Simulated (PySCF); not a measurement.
Gas-phase reaction: 2 InCl₂ + HBr ⇌ InBr + InCl₃ + HCl

Computed with PySCF (xtb for GFN2) and rigid-rotor harmonic-oscillator thermochemistry at 1 bar. † marks an energy on the PBE0/def2-TZVP geometry and frequencies; other levels use their own. CCSD(T) freezes the core. Open shells (unrestricted): InCl₂ (multiplicity 2); the rest are closed-shell singlets. GFN2 has no spin-polarisation term. In: scalar-relativistic def2 core potential, no spin-orbit coupling. Br: all electrons, no relativistic terms. InCl₂: computed as isolated molecules; such fragments, hydroxides, amides, oligomers or adducts are transient or little studied in the gas. CCSD(T) isn't extrapolated to the basis-set limit; its ΔH°(298 K) is -193.6 kJ in def2-SVP and -198.5 kJ in def2-TZVPP. The harmonic model lacks anharmonicity and excited electronic states, which grow with temperature; levels with a mode under 35 cm⁻¹ are left out. Soft modes under 120 cm⁻¹ make the harmonic entropy rough for InCl₂, InCl₃.

| level | ΔE electronic, kJ | ΔH°(298 K), kJ | ΔS°(298 K), J/K | ΔG°(1800 K), kJ |
|---|---|---|---|---|
| BLYP/def2-TZVP† | -171 | -168 | -39 | -104 |
| CCSD(T)/def2-SVP† | -197 | -194 | -39 | -129 |
| CCSD(T)/def2-TZVPP† | -202 | -199 | -39 | -134 |
| GFN2-xTB | -157 | -154 | -45 | -78 |
| PBE/def2-TZVP† | -174 | -170 | -39 | -106 |
| PBE0/def2-SVP† | -172 | -169 | -39 | -105 |
| PBE0/def2-TZVP | -180 | -177 | -39 | -112 |
| r2SCAN/def2-TZVP† | -169 | -165 | -39 | -101 |
| ωB97X-V/def2-TZVP† | -196 | -193 | -39 | -129 |
ΔH° is lowest at CCSD(T)/def2-TZVPP† and highest at GFN2-xTB. No reference value is set beside these.
